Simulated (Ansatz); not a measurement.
`N[AsH][SiH3]` + `[OH][Mg][N]([SiH3])[SiH3]` → `[SiH3][O][Mg][N]([SiH3])[SiH3]` + `N[AsH2]`  (cleavage of the Si–As bond)

Gas-phase electronic energies from Ansatz, PBE0-D4/def2-TZVP geometries. CBS: MP2 limit from def2 TZ/QZ plus the TZ coupled-cluster correction, frozen cores. Functionals use def2-TZVPP. For As, Mg outer-core shells are correlated without core-valence functions, which leaves a few kJ/mol of doubt a bond. Scalar relativity is left out up to krypton. One conformer a species, not always the lowest.

```tsv
level	ΔE (eV)
r2SCANh-D4	-0.96
r2SCANh	-0.97
```

(1) What does CCSD(T)/CBS give? (An estimate is asked.)

Largest T1 diagnostic among the species: 0.011.

Results:

(1) Ansatz gave: -1.03 eV. The listed levels differ from it by 0.07, 0.06 eV.

The D4 term adds +0.04 eV with B3LYP and +0.02 eV with PBE0; it sums over pairs of atoms, weighted by their polarisabilities, and B3LYP, whose exchange is more repulsive, gets the larger term. From PBE to PBE0 (25 % exact exchange), in def2-TZVPP and without D4, ΔE moves by −0.07 eV. Leaving LDA and LC-ωPBE aside and taking each functional with its dispersion term where it has one, the values, not all of them listed here, spread over 0.29 eV, from BHLYP-D4 to PBE-D4.

B3LYP here is the variant with VWN-RPA as its local correlation; programs differ in this.
